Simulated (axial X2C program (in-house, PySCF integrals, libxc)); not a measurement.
Low determinants of VS at the PBE0 level, 2c

Calculated with an axial X2C code built on PySCF integrals. Two-component (2c) means X2C with spin–orbit coupling and atomic mean-field two-electron Coulomb and Gaunt terms. Basis: V dyall-cv3z [10s10p6d4f2g], S dyall-av3z [9s8p3d2f] (cores contracted in-house); Gaussian nuclei, density fitting, unrestricted open shells. Masses: V 50.944 u, S 31.972 u.

Search at 2.060 Å (vertical energies from the lowest determinant):

```
ΔE (eV)    state  electrons beyond evenly filled partner blocks  electrons in ±ω = 1/2, 3/2, 5/2, 7/2
   0.00  Ω = 3/2                     ω = 1/2, ω = -3/2, ω = 5/2                              29 9 1 0
   0.65  Ω = 3/2                                        ω = 3/2                              30 9 0 0
   0.73  Ω = 9/2                      ω = 1/2, ω = 3/2, ω = 5/2                              29 9 1 0
   0.79  Ω = 1/2                                        ω = 1/2                             29 10 0 0
   0.79  Ω = 5/2                                        ω = 5/2                              30 8 1 0
   0.91  Ω = 1/2                    ω = -1/2, ω = -3/2, ω = 5/2                              29 9 1 0
   0.94  Ω = 5/2                                        ω = 5/2                             28 10 1 0
```

Lowest determinant, Ω = 3/2 (⟨Sz⟩ = 1.50, ⟨Lz⟩ = 0.00 at PBE0): Re = 2.043 Å, ωe = 557.1 cm⁻¹.

The determinant in row 2 of the search, Ω = 3/2 (⟨Sz⟩ = -1.50, ⟨Lz⟩ = 3.00 at PBE0), was followed along the bond at PBE0; measured from the minimum of the lowest determinant it gives:

Te = 0.655 eV (5281 cm⁻¹), Re = 2.075 Å, ωe = 502.7 cm⁻¹.

(1) Compare the bond of the determinant in row 2 with that of the lowest one.

The search compares states at one distance, so a state with another bond length can lie lower; it is not exhaustive and yields mostly the lowest determinant of each block pattern, so other components and higher states of one pattern are missing. These are energies of single determinants, not of spin-adapted states; PBE0 term energies can be off by some tenths of an eV, and the functional has no current term.

Results:

(1) At PBE0 its Re is 0.032 Å longer and its force constant, which goes as ωe², is 0.81 times that of the lowest determinant. T0 ≈ Te + Δωe/2 = 5281 + (-27) = 5254 cm⁻¹.
